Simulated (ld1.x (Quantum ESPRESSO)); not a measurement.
N (Z = 7), PAW: configuration errors across variants

ld1.x (Quantum ESPRESSO) 7.5 input, shortened:

```
&input
   title='N', zed=7., rel=1, dft='PBE', iswitch=3,
   config='[He] 2s2 2p2.75'
 /
 &inputp
   pseudotype=3, lpaw=.true., tm=.true., lloc=-1, rcloc=1.15,
   nlcc=.true.,
   which_augfun='GAUSS', rmatch_augfun=0.70
 /
4
2S  1  0   2.00   0.00  0.65  0.75  0.0
2S  1  0   0.00   3.20  0.65  0.75  0.0
2P  2  1   2.75   0.00  1.40  1.50  0.0
2P  2  1   0.00   2.25  1.40  1.50  0.0
 &test
   configts(1)='2s2 2p2.75'
 /
```

All-electron excitation energies from the reference (eV): (1) 2s2 2p3 -2.149; (2) 2s2 2p2 11.442; (3) 2s2 2p1 40.296; (4) 2s1 2p4 9.358; (5) 2s2 2p0 87.378; (6) 2s0 2p5 20.892; (7) 2s1 2p3 23.223.

The default core radius of the base comes out at 0.41 bohr.

A true bound ghost makes a file unfit for plane-wave use even where its test errors are small: the radial tests pick states by their node count and pass the ghost by.

Errors AE − PS in meV (a dash: test not solved or not reliable):

| change | (1) | (2) | (3) | (4) | (5) | (6) | (7) | bound ghosts |
| --- | --- | --- | --- | --- | --- | --- | --- | --- |
| base | 0.0 | -1.8 | -9.6 | -1.6 | -18 | -1.8 | -0.9 | s |
| core correction a·sin(br)/r model core, default radius (ld1.x builds one for every PAW set, though the input has nlcc=.false.) | 0.0 | -2.4 | -14 | -2.1 | -32 | -1.7 | -0.9 | s |
| core correction a·sin(br)/r model core inside 0.32 bohr | 0.0 | -1.8 | -9.5 | -1.5 | -17 | -1.8 | -0.9 | s |
| core correction a·sin(br)/r model core inside 0.42 bohr | 0.0 | -1.8 | -9.6 | -1.6 | -18 | -1.9 | -0.9 | s |
| core correction a·sin(br)/r model core inside 0.46 bohr | 0.0 | -1.9 | -9.7 | -1.6 | -18 | -1.9 | -0.9 | s |
| core correction a·sin(br)/r model core inside 0.56 bohr | 0.0 | -2.0 | -11 | -2.0 | -22 | -2.1 | -1.0 | s |
| core correction a·sin(br)/r model core inside 0.62 bohr | 0.0 | -2.2 | -13 | -2.3 | -27 | -2.1 | -0.9 | s |
| core correction a·sin(br)/r model core inside 0.82 bohr | 0.0 | -2.3 | -13 | -2.0 | -27 | -1.8 | -0.9 | s |
| core correction a·sin(br)/r model core inside 0.88 bohr | 0.0 | -2.3 | -14 | -2.0 | -29 | -1.8 | -0.9 | s |

(1) Give the same row for: core correction a·sin(br)/r model core inside 0.74 bohr.

Answers

(1) 0.0, -2.2, -13, -2.1, -26, -1.9, -0.9; bound ghosts: s.
